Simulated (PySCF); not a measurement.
CH5BFNO, SMILES NB(O)CF.

Geometry: PBE0-D3(BJ)/def2-SVP. This is a generated structure with no PubChem entry under its InChIKey; it may be hypothetical. One conformer was computed; it need not be the lowest.

Method: PBE0-D3(BJ)/def2-SVP in PySCF.

No scaling factor is applied to the harmonic values.

```json
[
 {"mode": "1", "ν (cm⁻¹)": "99", "IR (km/mol)": "2.9", "Raman (Å⁴/amu)": "0.3", "depolarisation": "0.75", "moving atoms (share of kinetic energy)": "H 30 %, C 24 %, F 24 %, O 14 %"},
 {"mode": "2", "ν (cm⁻¹)": "211", "IR (km/mol)": "9.1", "Raman (Å⁴/amu)": "0.0", "depolarisation": "–", "moving atoms (share of kinetic energy)": "F 38 %, N 34 %, H 16 %"},
 {"mode": "3", "ν (cm⁻¹)": "384", "IR (km/mol)": "4.5", "Raman (Å⁴/amu)": "1.3", "depolarisation": "0.75", "moving atoms (share of kinetic energy)": "O 34 %, H 23 %, N 15 %, F 11 %, C 11 %"},
 {"mode": "4", "ν (cm⁻¹)": "401", "IR (km/mol)": "96.9", "Raman (Å⁴/amu)": "2.8", "depolarisation": "0.75", "moving atoms (share of kinetic energy)": "H 74 %, B 23 %"},
 {"mode": "5", "ν (cm⁻¹)": "428", "IR (km/mol)": "0.9", "Raman (Å⁴/amu)": "0.8", "depolarisation": "0.75", "moving atoms (share of kinetic energy)": "H 83 %, B 8 %"},
 {"mode": "6", "ν (cm⁻¹)": "473", "IR (km/mol)": "2.7", "Raman (Å⁴/amu)": "1.1", "depolarisation": "0.29", "moving atoms (share of kinetic energy)": "F 28 %, O 23 %, H 20 %, C 14 %, B 13 %"},
 {"mode": "7", "ν (cm⁻¹)": "513", "IR (km/mol)": "212.6", "Raman (Å⁴/amu)": "0.0", "depolarisation": "–", "moving atoms (share of kinetic energy)": "H 70 %, N 13 %, B 10 %"},
 {"mode": "8", "ν (cm⁻¹)": "613", "IR (km/mol)": "15.5", "Raman (Å⁴/amu)": "1.3", "depolarisation": "0.75", "moving atoms (share of kinetic energy)": "H 80 %, B 11 %, O 8 %"},
 {"mode": "9", "ν (cm⁻¹)": "785", "IR (km/mol)": "5.2", "Raman (Å⁴/amu)": "6.5", "depolarisation": "0.08", "moving atoms (share of kinetic energy)": "C 39 %, H 26 %, N 24 %"},
 {"mode": "10", "ν (cm⁻¹)": "876", "IR (km/mol)": "23.6", "Raman (Å⁴/amu)": "3.0", "depolarisation": "0.51", "moving atoms (share of kinetic energy)": "H 70 %, N 20 %, O 9 %"},
 {"mode": "11", "ν (cm⁻¹)": "887", "IR (km/mol)": "5.8", "Raman (Å⁴/amu)": "0.6", "depolarisation": "0.75", "moving atoms (share of kinetic energy)": "H 43 %, B 29 %, C 25 %"},
 {"mode": "12", "ν (cm⁻¹)": "998", "IR (km/mol)": "154.7", "Raman (Å⁴/amu)": "3.5", "depolarisation": "0.60", "moving atoms (share of kinetic energy)": "H 59 %, O 25 %, N 10 %"},
 {"mode": "13", "ν (cm⁻¹)": "1097", "IR (km/mol)": "47.6", "Raman (Å⁴/amu)": "2.7", "depolarisation": "0.75", "moving atoms (share of kinetic energy)": "C 49 %, F 37 %, H 14 %"},
 {"mode": "14", "ν (cm⁻¹)": "1242", "IR (km/mol)": "2.5", "Raman (Å⁴/amu)": "10.3", "depolarisation": "0.75", "moving atoms (share of kinetic energy)": "H 91 %"},
 {"mode": "15", "ν (cm⁻¹)": "1276", "IR (km/mol)": "35.5", "Raman (Å⁴/amu)": "3.7", "depolarisation": "0.72", "moving atoms (share of kinetic energy)": "H 62 %, B 23 %, C 8 %"},
 {"mode": "16", "ν (cm⁻¹)": "1413", "IR (km/mol)": "87.4", "Raman (Å⁴/amu)": "3.8", "depolarisation": "0.73", "moving atoms (share of kinetic energy)": "B 39 %, H 36 %, C 20 %"},
 {"mode": "17", "ν (cm⁻¹)": "1454", "IR (km/mol)": "1.6", "Raman (Å⁴/amu)": "13.2", "depolarisation": "0.65", "moving atoms (share of kinetic energy)": "H 90 %"},
 {"mode": "18", "ν (cm⁻¹)": "1464", "IR (km/mol)": "155.1", "Raman (Å⁴/amu)": "1.2", "depolarisation": "0.20", "moving atoms (share of kinetic energy)": "B 54 %, H 29 %, O 11 %"},
 {"mode": "19", "ν (cm⁻¹)": "1599", "IR (km/mol)": "271.4", "Raman (Å⁴/amu)": "3.0", "depolarisation": "0.75", "moving atoms (share of kinetic energy)": "H 56 %, N 23 %, B 20 %"},
 {"mode": "20", "ν (cm⁻¹)": "3048", "IR (km/mol)": "22.8", "Raman (Å⁴/amu)": "131.5", "depolarisation": "0.09", "moving atoms (share of kinetic energy)": "H 95 %"},
 {"mode": "21", "ν (cm⁻¹)": "3101", "IR (km/mol)": "23.8", "Raman (Å⁴/amu)": "81.4", "depolarisation": "0.75", "moving atoms (share of kinetic energy)": "H 90 %, C 10 %"},
 {"mode": "22", "ν (cm⁻¹)": "3636", "IR (km/mol)": "43.7", "Raman (Å⁴/amu)": "107.8", "depolarisation": "0.12", "moving atoms (share of kinetic energy)": "H 96 %"},
 {"mode": "23", "ν (cm⁻¹)": "3747", "IR (km/mol)": "41.7", "Raman (Å⁴/amu)": "60.6", "depolarisation": "0.69", "moving atoms (share of kinetic energy)": "H 91 %, N 9 %"},
 {"mode": "24", "ν (cm⁻¹)": "3925", "IR (km/mol)": "50.7", "Raman (Å⁴/amu)": "107.8", "depolarisation": "0.28", "moving atoms (share of kinetic energy)": "H 94 %"}
]
```
